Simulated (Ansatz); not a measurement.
`[NH2][In]([NH2])[OH]` at its PBE0-D4/def2-TZVP geometry, where that method's forces vanish. Charge 0, multiplicity 1. In takes the def2 core potential.

```tsv
atom	x (Å)	y (Å)	z (Å)
N1	-0.653	0.053	1.762
In2	-0.100	0.018	-0.183
N3	1.468	-0.967	-0.975
O4	-1.369	0.728	-1.541
H5	0.092	-0.020	2.439
H6	-1.253	0.821	2.030
H7	2.323	-0.969	-0.437
H8	1.685	-0.709	-1.928
H9	-2.192	1.045	-1.165
```

Problem. For each bond, give half the difference of the two atoms' forces along it (eV/Å; positive pushes the atoms apart) under PBE-D4, r2SCAN-D4, B3LYP-D4, ωB97M-V in def2-TZVPP. (Estimate.)

Solution. The calculation gave: 
```tsv
bond	length (Å)	PBE-D4	r2SCAN-D4	B3LYP-D4	ωB97M-V
N1–In2	2.022	0.00	0.03	0.11	-0.03
N1–H5	1.010	0.22	0.02	-0.05	-0.03
N1–H6	1.011	0.23	0.02	-0.05	-0.03
In2–N3	2.014	0.04	0.05	0.12	-0.02
In2–O4	1.990	0.23	0.07	0.16	0.01
N3–H7	1.010	0.23	0.03	-0.04	-0.04
N3–H8	1.011	0.22	0.01	-0.05	-0.03
O4–H9	0.959	0.41	0.05	-0.02	-0.06
```

B3LYP here is the variant with VWN-RPA as its local correlation; programs differ in this.

Program: Ansatz 0.2.0.
